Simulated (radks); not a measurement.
Values are calculated unless marked as measured or tabulated.
Effect of the nuclear size on neutral argon, [Ar]. Level of theory: Dirac Kohn-Sham, LDA (Slater exchange, Perdew-Wang correlation), spin-unpolarised, spherical densities, finite nucleus; Fermi nuclear charge, rms radius 3.4274 fm (a radial shooting solver on a logarithmic mesh with Libxc functionals). The rms radius is varied about that value; shifts are against it.

rms radius (fm),total energy shift (eV),density at nucleus (e/bohr^3),1s1/2 shift (meV),2s1/2 shift (meV)
2.9887,-0.00442,4316,-1.87,-0.141
3.2286,-0.00208,4309,-0.877,-0.066
3.4274,0,4304,0.000,0.000
3.7633,0.00379,4295,1.60,0.121
4.226,0.00957,4285,4.04,0.305

Slopes of the eigenvalues against <r^2> in GHz/fm^2, as finite differences over the two radii next to the reference (eigenvalue slopes, not the field-shift constants of lines): 1s1/2 160, 2s1/2 12.1.
